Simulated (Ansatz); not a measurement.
The first iterations of a band of C₂H₄F₂OSi (10 atoms, charge 0, multiplicity 1).

All numbers below come from Ansatz 0.2.0, RKS B3LYP/def2-SVP.

```json
{
  "movable images": "7",
  "climbing image": "yes",
  "spring": "5.0 eV/Å²",
  "optimiser": "quadratic models (default)",
  "start path": "through a guess of the saddle point",
  "force threshold": "0.05 eV/Å",
  "iteration limit": "60",
  "end points": "relaxed"
}
```

Image 0:

```xyz
10
Properties=species:S:1:pos:R:3
O 1.149 -0.042 -1.332
C 0.385 -0.136 -0.205
C 0.730 -0.881 0.855
F 1.885 -1.586 0.834
Si -1.203 0.861 -0.232
F -1.932 0.591 1.202
H 1.941 -0.591 -1.216
H 0.153 -0.986 1.774
H -0.921 2.314 -0.358
H -2.104 0.404 -1.320
```

Image 8:

```xyz
10
Properties=species:S:1:pos:R:3
O 1.506 0.600 -0.647
C 0.435 -0.037 -0.095
C 0.527 -1.259 0.457
F 1.715 -1.903 0.472
Si -1.203 0.867 -0.160
F -1.186 2.152 0.842
H 2.288 0.034 -0.553
H -0.288 -1.819 0.917
H -1.447 1.379 -1.530
H -2.262 -0.067 0.300
```

| iteration | highest image above the first end (eV) | largest band force component (eV/Å) |
| --- | --- | --- |
| 1 | 0.432 | 3.245 |
| 2 | 0.149 | 1.657 |

Task: Does the band converge within its limit, and where does its top end?

Result: The forces met the threshold. It ended after 7 iterations with the highest image 0.086 eV above the first end. A vibrational analysis at the climbing image gives one clearly imaginary mode, 81i cm⁻¹: a first-order saddle point.

Time of the run: 2.4 min on 2 threads of Arm Neoverse V2, with other jobs on the host, peak memory 0.24 GiB.
